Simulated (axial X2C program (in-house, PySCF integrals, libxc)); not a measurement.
## SnF⁺: nuclear properties from DFT to coupled cluster

Computed with an axial X2C code built on PySCF integrals: two-component X2C with atomic mean-field Coulomb and Gaunt terms, Gaussian nuclei, basis Sn dyall-acv3z, F dyall-av3z with contracted cores.

R = 1.878 Å (near the PBE0 minimum at charge 1 of the determinant lowest at the starting distance; the state shown can have its own minimum elsewhere); state Ω = 0 (closed shell).

```csv
level,qzz Sn (a.u.),qzz F (a.u.)
PBE0,-6.29,0.76
HF,-6.72,0.83
B3LYP,-6.15,0.70
```

qzz is the electric field gradient, eQq0 = 234.96 MHz × Q/barn × qzz. The operators were transformed with the bare-nucleus X2C matrices; with these basis sets, hyperfine constants and field gradients can be off by tens of per cent, and where levels differ in sign neither size nor sign is settled.

Finite-field MP2, CCSD and CCSD(T), with 20 electrons correlated in 130 natural virtual spinors (MP2 remainder added):

| level | qzz Sn (a.u.) | qzz F (a.u.) |
| --- | --- | --- |
| MP2 | -6.05 | 0.65 |
| CCSD | -6.21 | 0.73 |
| CCSD(T) | -6.07 | 0.69 |

T1 = 0.016 (Lee–Taylor). One unrestricted determinant, the lowest of a limited PBE0 search, is the reference; the functionals treat spin collinearly. Correlation of the inner shells is missing, which matters for properties at the nucleus. Number of frozen shells: Sn 4 s, 3 p, 1 d; F 1 s.

(1) By how much does correlation change each value, CCSD(T) against HF?

## Answers

(1) qzz Sn -10 %; qzz F -17 %.
